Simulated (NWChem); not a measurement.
Molecule: SeIF; SMILES [Se](I)F

Program: NWChem. Medium grid unless said otherwise, to which SCAN and Minnesota functionals are sensitive. Coordinates come from a PBE-D3(BJ)/def2-SVP optimisation. def2 effective core potentials on I; no spin-orbit coupling. Hybrids' shares of exact exchange are those that their runs print; pure functionals count as 0. The functionals differ in more than this share.

```csv
row,share of exact exchange,orbital gap (eV)
PBE/def2-SVP,0.00,1.72
r2SCAN/def2-SVP,0.00,2.05
B3LYP/def2-SVP,0.20,3.30
r2SCAN0/def2-SVP,0.25,3.93
M06/def2-SVP,0.27,withheld
```

**Question.** Fit a straight line of the last column on the one before it, predict the withheld value, and compare with the run.

**Answer.** 
1. Means of the 4 shown rows: x = 0.113, y = 2.750. Slope Σ(x − x̄)(y − ȳ)/Σ(x − x̄)² = 0.4050/0.05188 = 7.807; intercept 1.872.
2. The shown rows scatter about the line by 0.145 (root mean square); the largest residual is +0.18, at r2SCAN/def2-SVP.
3. At x = 0.27 (M06/def2-SVP; beyond the shown range) the line gives 3.98.
4. The run gives 3.97, -0.01 from the line, 0.1 times the scatter.
